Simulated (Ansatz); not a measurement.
Saddle point of InH$_{5}$O$_{3}$, singlet (InHO ([OH][In]) + H₂O + H₂O → InHO ([OH][In]) + H₂O + H₂O; bonds formed: In1–O3, O2–H5; bonds broken: In1–O2, O3–H5), PBE0-D4/def2-TZVP structure:

```tsv
atom	x (Å)	y (Å)	z (Å)
In1	1.0187	0.8397	1.2611
O2	-0.3094	1.0908	-0.6786
O3	-0.8055	-0.6120	0.8439
O4	1.5183	-0.9124	-0.5147
H5	-0.8467	0.2372	-0.0134
H6	1.1031	-0.3502	-1.1880
H7	-0.8539	1.8491	-0.8952
H8	-1.5961	-0.6992	1.3782
H9	0.7716	-1.4426	-0.1933
```

Energies are electronic, without zero-point energy. Barriers and step energies count from the start structure reached by relaxing down the imaginary mode; all methods use the PBE0-D4 structures, on which another method's saddle can fall below an end. Program: Ansatz 0.2.0. Basis: def2-TZVPP, with def2-QZVPP for the basis limit. Cores are frozen in the correlated methods. Filled d shells of the heavier atoms are correlated. Core potentials replace the inner electrons of the atoms past krypton. The def2 sets are not built for correlating such inner shells, so the correlated values are less sure here. B3LYP uses VWN-RPA correlation. Extrapolation: Hartree–Fock as exp(−7.88 √X), correlation as X^−2.97.

| method | barrier (eV) | step energy (eV) |
| --- | --- | --- |
| SPW92 | ? | -0.001 |
| PBE-D4 | 0.149 | 0.000 |
| BLYP-D4 | 0.225 | 0.000 |
| r2SCAN-D4 | 0.143 | 0.000 |
| B97M-V | 0.253 | 0.000 |
| PBE0-D4 | ? | 0.000 |
| B3LYP-D4 | ? | 0.000 |
| r2SCAN0-D4 | 0.186 | 0.000 |
| BHLYP-D4 | 0.308 | 0.000 |
| CAM-B3LYP-D4 | 0.228 | 0.000 |
| wB97X-V | 0.227 | 0.000 |
| wB97M-V | 0.230 | 0.000 |
| B2PLYP | 0.234 | 0.000 |
| PBE-QIDH | 0.215 | 0.000 |
| RPA on PBE | 0.239 | 0.000 |
| HF | 0.464 | 0.001 |
| MP2 | 0.214 | 0.000 |
| CCSD | 0.285 | 0.000 |
| CCSD(T) | 0.250 | 0.000 |

**Question.** Fill in the withheld barriers. (Judge from chemistry; the value comes from the calculation.)

**Answer.** Computed: PBE0-D4 0.197; B3LYP-D4 0.248; SPW92 -0.016 eV. Each is the energy of the saddle less that of the start structure, by the same method.

For comparison, the barrier by CCSD(T) at an estimated basis limit (MP2 extrapolated from triple and quadruple zeta, plus CCSD(T) − MP2 in triple zeta) is 0.244 eV.

No T1 diagnostic of these runs exceeds 0.016.

Labels in which every atom is bracketed show which atoms are joined, not bond orders.

For scale, one of the runs: CCSD(T)/def2-TZVPP, 213 basis functions, launched by `ansatz run in.yaml --threads 4 --pin off --events-out ev --progress --plain --max-ram 9574MiB`. The run took 110 s on 4 CPU threads of an Arm Neoverse V2 (shared host), with 3.6 GiB of host memory at its peak.
